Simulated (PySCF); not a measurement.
# Yb(NH2)2: from a saddle point downhill

PySCF 2.14.0, RKS PBE0, Yb def2-SVP with ECP28, N def2-SVP, H def2-SVP; non-relativistic Hamiltonian with scalar-relativistic core potentials where named; density fitting; no spin-orbit coupling. Relaxed within the symmetry of its start, the geometry (C2v) is

```xyz
7

Yb    0.0000    0.0000   -0.1615
N     1.9583    0.0000    0.8242
H     2.4343   -0.8013    1.2423
H     2.4343    0.8013    1.2423
N    -1.9583    0.0000    0.8242
H    -2.4343    0.8013    1.2423
H    -2.4343   -0.8013    1.2423
```

and its lowest harmonic modes are -188, -159, 105, 300, 322, 390 cm⁻¹ (negative: unstable). It was moved along the lowest mode and relaxed again, within the group C2 that the move left.

Problem. Where does it end, and how much lower?

Solution. In C2, nearly C2v, 0.115 eV lower, after 29 steps:
```xyz
7

Yb    0.0000    0.0000   -0.2359
N     1.8584   -0.1175    0.8806
H     2.8230   -0.2295    0.5667
H     1.9277   -0.0884    1.8987
N    -1.8584    0.1175    0.8806
H    -2.8230    0.2295    0.5667
H    -1.9277    0.0884    1.8987
```

Problem. How do the contacts change?

Solution. 
| contact | saddle (Å) | end (Å) |
| --- | --- | --- |
| Yb1–N2 (NH2) | 2.192 | 2.171 |
| Yb1–N5 (NH2) | 2.192 | 2.171 |


Problem. Is the end a minimum?

Solution. Yes; lowest modes 94, 103, 160, 295, 360, 393 cm⁻¹.

State: singlet.
